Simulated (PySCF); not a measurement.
Br₂ was optimised in PySCF in the def2-SVP basis family (density fitting, no spin–orbit coupling) with several functionals.

One of them gave a singlet of D∞h symmetry with a mean bond of 2.298 Å to Br, wavenumbers 325 cm⁻¹ and a HOMO–LUMO gap of 4.45 eV.

Question: Which level of theory was it?
A. B3LYP
B. PBE
C. PBE0

Answer: C. That is PBE0, with Br–Br 2.298 Å. The others give PBE 2.326 Å and 305 cm⁻¹ for the highest mode; B3LYP 2.331 Å and 307 cm⁻¹ for the highest mode.

The structures come from searches over a few start shapes, so lower isomers are not excluded.
